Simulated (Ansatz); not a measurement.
Molecule: WF (charge 0, sextet). SMILES: [F][W]

Atoms: W1, F2. Bonds: W1-F2.

Bond lengths (Å) and angles (degrees) optimised at HF/6-31G* with LANL2DZ past Ar with Ansatz (a first-principles code); B3LYP/LANL2DZ with Ansatz; B3LYP/6-31G* with LANL2DZ past Ar with Ansatz; MP2/6-31G* with LANL2DZ past Ar with Ansatz, each started from the B3LYP-D3(BJ)/def2-TZVP structure (Ansatz) of the last column. A row stands for all coordinates that are equal there. 6-31G* holds six Cartesian d functions.

```tsv
coordinate	HF/6-31G* with LANL2DZ past Ar	B3LYP/LANL2DZ	B3LYP/6-31G* with LANL2DZ past Ar	MP2/6-31G* with LANL2DZ past Ar	B3LYP-D3(BJ)/def2-TZVP
W1-F2	1.900	1.923	1.882	1.899	1.905
```

Mean signed difference of all 1 bond lengths from B3LYP-D3(BJ)/def2-TZVP: HF/6-31G* with LANL2DZ past Ar -0.005 Å, B3LYP/LANL2DZ 0.018 Å, B3LYP/6-31G* with LANL2DZ past Ar -0.023 Å, MP2/6-31G* with LANL2DZ past Ar -0.006 Å.
